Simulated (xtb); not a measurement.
Si(F)3(Et) (C2H5F3Si), SMILES C([Si](F)(F)F)C. All values are semi-empirical tight-binding results from xtb (GFN2-xTB unless named), good for trends rather than for accurate numbers. Geometry optimised at GFN2-xTB. One conformer was computed; it need not be the lowest.

* **point group as xtb finds it**: Cs
* **orbital gap**: 7.73 eV
* **dipole moment**: 3.17 D
* **zero-point energy**: 46.2 kcal/mol
* **G − E(el) at 298.15 K (modified RRHO)**: 25.7 kcal/mol
* **static polarisability (D4 model)**: 65.2 bohr³
* **solvation energy, GFN2-xTB/ALPB(water)**: -0.1 kcal/mol
* **solvation energy, GFN2-xTB/ALPB(ch2cl2)**: -2.2 kcal/mol
